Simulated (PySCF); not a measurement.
PySCF input file for TaOF3, SMILES [F][Ta]([F])(=[O])[F], multiplicity 1, TDDFT-LC-ωPBE/def2-SVPD. Coordinates come from a B3LYP-D3(BJ)/def2-SVP optimisation. The multiplicity is an assumed one; other spin states were not compared. The isomer is the one that the SMILES or the coordinates give; other isomers of the formula were not compared. The def2 effective core potentials stand for the cores of Ta; spin–orbit coupling is left out.

```python
import numpy as np
from pyscf import gto, scf, dft, tdscf

mol = gto.M(
    atom='''
    Ta   -0.00000000    0.00000000   -0.01013579
    O     0.00000003   -0.00000000   -1.72826241
    F     1.55867190    0.89989964    0.53948193
    F    -0.00000001   -1.79979929    0.53948192
    F    -1.55867191    0.89989965    0.53948190
    ''',
    basis='def2-SVPD',
    ecp={'Ta': 'def2-svp'},
    charge=0,
    spin=0,
    symmetry=True,
    max_memory=1600,
    verbose=4,
)
mf = dft.RKS(mol, xc='lc_wpbe').density_fit(auxbasis='def2-universal-jkfit')
mf.grids.level = 3
mf.conv_tol = 1e-9
mf.max_cycle = 100
mf.kernel()
mf.grids = dft.Grids(mol).set(level=1).build(with_non0tab=True)  # coarser grid for the response kernel
td = tdscf.TDDFT(mf)
td.singlet = True
td.nstates = 10
td.conv_tol = 1e-4
td.positive_eig_threshold = 1e-6
td.kernel(x0=td.get_init_guess(mf, 15))
td.analyze()
tt = tdscf.TDA(mf)
tt.singlet = False
tt.nstates = 4
tt.conv_tol = 1e-4
tt.positive_eig_threshold = 1e-6
tt.kernel(x0=tt.get_init_guess(mf, 9))
tt.analyze(verbose=3)
```

Log of the run:

```
PySCF version 2.14.0

[INPUT] verbose = 4
[INPUT] num. atoms = 5
[INPUT] num. electrons = 48
[INPUT] charge = 0
[INPUT] spin (= nelec alpha-beta = 2S) = 0
[INPUT] symmetry True subgroup None
[INPUT] Mole.unit = angstrom
[INPUT] Symbol           X                Y                Z      unit          X                Y                Z       unit  Magmom
[INPUT]  1 Ta     0.000000000000   0.000000000000  -0.010135790000 AA    0.000000000000   0.000000000000  -0.019153867156 Bohr   0.0
[INPUT]  2 O      0.000000030000   0.000000000000  -1.728262410000 AA    0.000000056692   0.000000000000  -3.265942626281 Bohr   0.0
[INPUT]  3 F      1.558671900000   0.899899640000   0.539481930000 AA    2.945463009055   1.700563859195   1.019473096852 Bohr   0.0
[INPUT]  4 F     -0.000000010000  -1.799799290000   0.539481920000 AA   -0.000000018897  -3.401127737287   1.019473077955 Bohr   0.0
[INPUT]  5 F     -1.558671910000   0.899899650000   0.539481900000 AA   -2.945463027953   1.700563878092   1.019473040160 Bohr   0.0

nuclear repulsion = 211.463440747003
point group symmetry = C3v, use subgroup Cs
symmetry origin: [ 1.04984785e-09  1.64477485e-17 -3.49949283e-09]
symmetry axis x: [ 8.66025403e-01 -5.00000001e-01 -3.20436077e-09]
symmetry axis y: [7.60668054e-09 6.76643562e-09 1.00000000e+00]
symmetry axis z: [-5.00000001e-01 -8.66025403e-01  9.66324542e-09]
num. orbitals of irrep A' = 79
num. orbitals of irrep A" = 48
number of shells = 49
number of NR pGTOs = 192
number of NR cGTOs = 127
basis = def2-SVPD
ecp = {'Ta': 'def2-svp'}


[settings echo left out]
init E= -418.140173377895
HOMO (A') = -0.72969403633996  LUMO (A") = -0.349898413060769  gap/eV = 10.33477
cycle= 1 E= -431.410288238219  delta_E= -13.3  |g|= 1.03  |ddm|= 7.95
HOMO (A') = -0.31556782756043  LUMO (A") = 0.0145026086855746  gap/eV = 8.98167
cycle= 2 E= -431.057882385126  delta_E= 0.352  |g|= 1.74  |ddm|= 1.75
HOMO (A") = -0.482131900301579  LUMO (A') = 0.0369556761903449  gap/eV = 14.12509
cycle= 3 E= -431.584385226508  delta_E= -0.527  |g|= 0.246  |ddm|= 1.21
HOMO (A") = -0.475357997470077  LUMO (A') = 0.018067149501747  gap/eV = 13.42678
cycle= 4 E= -431.594387767776  delta_E= -0.01  |g|= 0.104  |ddm|= 0.243
HOMO (A") = -0.490379408602749  LUMO (A') = 0.0132107771899353  gap/eV = 13.70339
cycle= 5 E= -431.596192577479  delta_E= -0.0018  |g|= 0.0192  |ddm|= 0.0699
HOMO (A") = -0.487969177451703  LUMO (A') = 0.0176116090969806  gap/eV = 13.75755
cycle= 6 E= -431.596281219598  delta_E= -8.86e-05  |g|= 0.00293  |ddm|= 0.0257
HOMO (A") = -0.488571392152734  LUMO (A') = 0.0173016601823158  gap/eV = 13.76551
cycle= 7 E= -431.596286705464  delta_E= -5.49e-06  |g|= 0.000763  |ddm|= 0.00772
HOMO (A") = -0.488539556013607  LUMO (A') = 0.0172562637001541  gap/eV = 13.76341
cycle= 8 E= -431.596287099259  delta_E= -3.94e-07  |g|= 0.000215  |ddm|= 0.00241
HOMO (A") = -0.488529251146101  LUMO (A') = 0.0172523378250627  gap/eV = 13.76302
cycle= 9 E= -431.59628713011  delta_E= -3.09e-08  |g|= 5.06e-05  |ddm|= 0.000655
HOMO (A") = -0.488527240969283  LUMO (A') = 0.017256464350957  gap/eV = 13.76308
cycle= 10 E= -431.596287132255  delta_E= -2.15e-09  |g|= 1.4e-05  |ddm|= 0.000143
HOMO (A") = -0.488528683020302  LUMO (A') = 0.0172573290541595  gap/eV = 13.76314
cycle= 11 E= -431.596287132476  delta_E= -2.2e-10  |g|= 5.67e-06  |ddm|= 5.05e-05
HOMO (A") = -0.488527024225702  LUMO (A') = 0.0172568672360742  gap/eV = 13.76308
Extra cycle  E= -431.596287132473  delta_E= 2.27e-12  |g|= 8.61e-06  |ddm|= 1.13e-05
converged SCF energy = -431.596287132473
tot grids = 29960
Overwritten attributes  positive_eig_threshold  of <class 'pyscf.tdscf.rks.TDDFT'>


******** <class 'pyscf.tdscf.rks.TDDFT'> for <class 'pyscf.df.df_jk.DFSymAdaptedRKS'> ********
nstates = 10 singlet
deg_eia_thresh = 1.000e-03
wfnsym = None
conv_tol = 0.0001
eigh lindep = 1e-12
eigh level_shift = 0
eigh max_cycle = 100


[traceback left out]
ValueError: could not broadcast input array from shape (488,) into shape (489,)
```

The program stopped with an error.
